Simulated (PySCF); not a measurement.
Compound: C6H8F3P.
Z-matrix (Å and degrees, PBE0-D3(BJ)/def2-SVP geometry), rows numbered from 1:
```
C 
C   1  1.5092
C   2  1.5363  1  119.50
C   3  1.5328  2   96.70  1  -149.28
P   4  1.8840  3   91.31  2    21.94
C   5  1.8351  2   98.11  1    44.55
F   6  1.3469  5  112.20  2   -75.12
C   6  1.3363  5  131.24  2   111.53
F   8  1.3128  6  124.29  5    -6.02
F   8  1.3091  6  124.36  5   173.48
H   1  1.0998  2  111.44  3    54.38
H   1  1.1006  2  111.57  3   174.73
H   1  1.1027  2  110.37  3   -65.49
H   2  1.1050  1  110.14  3   127.78
H   3  1.1038  2  116.10  1    86.73
H   3  1.1021  2  109.49  1   -35.30
H   4  1.0960  3  118.42  2   145.80
H   4  1.1016  3  112.26  2   -86.48
```

Computed with PySCF, TDDFT CAM-B3LYP/def2-SVPD, vertical, gas phase, core orbitals frozen in the response.

Frontier orbitals with the atoms that hold most of them (Löwdin shares over 4%, at most four atoms; ? is withheld):

| orbital | ε (eV) | atoms |
| --- | --- | --- |
| HOMO-3 | -10.75 | C4 15%, P5 13%, C3 12%, C2 10% |
| HOMO-2 | -10.17 | C2 22%, P5 22%, C4 15%, C1 11% |
| HOMO-1 | -9.45 | ? |
| HOMO | -7.87 | P5 38%, C6 14%, C8 12%, C2 9% |
| LUMO | 0.73 | ? |
| LUMO+1 | 0.99 | P5 22%, C8 17%, C6 16%, C4 7% |
| LUMO+2 | 1.17 | C8 24%, F9 8%, F10 8%, C3 7% |

Question: Give the leading atoms of the LUMO.

Answer: P5 (bonded to 3 C) 28%; C2 (bonded to 2 C, P and H) 11%; C4 (bonded to C, P and 2 H) 10%; C6 (bonded to C, F and P) 8%. By element: carbon 30% or more, phosphorus 28%.

Question: Give the leading atoms of the HOMO-1.

Answer: C6 (bonded to C, F and P) 25%; P5 (bonded to 3 C) 19%; C8 (bonded to C and 2 F) 15%; F7 (bonded to C) 13%. By element: carbon 40% or more, phosphorus 19%, fluorine 13% or more.

Question: How does S1 compare with the orbital gap of 8.61 eV?

Answer: S1 is at 5.32 eV (f = 0.042), 3.29 eV below the gap, made of HOMO→LUMO (86%). Without the coupling terms of the response equations the lowest excitation would equal the gap.

Question: Give energy, strength and leading configuration of S1 and S2, and follow the Löwdin shares of the leading atoms from the occupied to the empty orbital.

Answer: 
- S1 (5.32 eV, f 0.042), HOMO→LUMO (86%): P5 38% → 28%, C6 14% → 8%, C2 9% → 11%
- S2 (5.89 eV, f 0.177), HOMO→LUMO+1 (78%): P5 38% → 22%, C6 14% → 16%, C8 12% → 17%

One conformer stands for the species.
